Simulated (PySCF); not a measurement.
CH₃ClFNSi₂, SMILES F[Si@]1(Cl)N=C[SiH2]1. Atoms are numbered in the order given.

```xyz
9

F      1.3287     0.4969     1.4897
Si     0.4070     0.1070     0.2155
Cl     1.6814    -0.5129    -1.2784
N     -0.6303     1.4731    -0.2973
C     -1.8093     0.9646    -0.1584
Si    -1.7005    -0.8527     0.5181
H     -2.7013     1.5683    -0.4143
H     -2.2064    -1.9256    -0.3869
H     -2.2577    -1.0563     1.8870
```
Charge 0, spin multiplicity 1.

Geometry: B3LYP-D3(BJ)/def2-SVP. The structure was generated by enumeration; whether it is a known compound was not checked.

Level of theory: PySCF with B3LYP-D3(BJ)/def2-SVP.

Frequencies are harmonic and unscaled.

```tsv
mode	ν (cm⁻¹)	IR (km/mol)	Raman (Å⁴/amu)	depolarisation	moving atoms (share of kinetic energy)
1	95	0.0	3.7	0.70	Cl 27 %, Si 24 %, C 20 %, F 14 %, H 11 %
2	126	0.1	1.8	0.72	H 23 %, Si 21 %, Cl 19 %, C 16 %, F 15 %
3	214	10.9	3.9	0.51	F 52 %, Si 25 %, Cl 14 %
4	239	6.6	2.8	0.46	Si 32 %, F 25 %, N 20 %, Cl 11 %
5	295	20.6	2.6	0.53	N 41 %, H 29 %, F 14 %, Cl 9 %
6	391	12.4	11.2	0.26	Cl 31 %, Si 28 %, F 17 %, N 10 %
7	466	9.5	13.8	0.25	Si 61 %, N 16 %, C 12 %, H 10 %
8	479	9.6	4.4	0.66	H 53 %, Si 24 %, N 11 %
9	570	118.9	11.1	0.23	Si 32 %, H 27 %, C 17 %, Cl 12 %, N 9 %
10	588	1.6	17.8	0.75	H 90 %
11	657	92.8	10.4	0.43	Si 42 %, H 27 %, C 21 %
12	748	50.8	1.8	0.20	N 48 %, Si 21 %, H 15 %, C 12 %
13	772	135.5	5.5	0.09	H 43 %, Si 28 %, C 17 %, N 10 %
14	896	31.8	1.5	0.69	H 60 %, C 23 %, F 9 %
15	917	160.4	5.6	0.73	F 33 %, Si 33 %, H 28 %
16	946	72.4	13.2	0.72	H 76 %, Si 14 %
17	1289	21.4	5.9	0.48	H 80 %, C 12 %
18	1580	43.8	3.1	0.34	C 52 %, N 46 %
19	2208	89.5	253.2	0.11	H 98 %
20	2223	85.6	127.3	0.75	H 96 %
21	3030	39.1	288.9	0.34	H 92 %, C 8 %
```
